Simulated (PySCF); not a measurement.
Antimony: a sound run and one with changed settings

Sound run: Sb [Kr] 4d10 5s2 5p3, Sb⁺ [Kr] 4d10 5s2 5p2. Calculation: PySCF 2.14, in x2c-SVPall; scalar relativity by spin-free X2C-1e. The sound run starts from symmetry-adapted Hartree-Fock orbitals and uses a fine grid where one is needed.

A second run was set up differently.

| species | method | sound run (hartree) | changed run (hartree) | converged |
| --- | --- | --- | --- | --- |
| Sb | UHF | -6477.25596 | -6477.25596 | yes |
| Sb | r2SCAN | -6480.02769 | -6481.14020 | yes |
| Sb | PBE | -6479.57479 | -6480.39619 | yes |
| Sb⁺ | UHF | -6476.94088 | -6476.94088 | yes |
| Sb⁺ | r2SCAN | -6479.68993 | -6480.82690 | yes |
| Sb⁺ | PBE | -6479.24624 | -6480.06491 | yes |

Ionisation energy of Sb:

| method | sound run (eV) | changed run (eV) |
| --- | --- | --- |
| UHF | 8.574 | 8.574 |
| r2SCAN | 9.191 | 8.525 |
| PBE | 8.940 | 9.015 |

(1) What was changed?
A. minimal basis
B. angular grid far too coarse
C. too few SCF iterations
D. basis contracted for another Hamiltonian

## Answers

(1) B. It used 6 angular points. A coarse angular grid integrates products of high-l functions wrongly, so density functionals can shift, and the SCF can exploit the error; Hartree-Fock and MP2 need no grid.
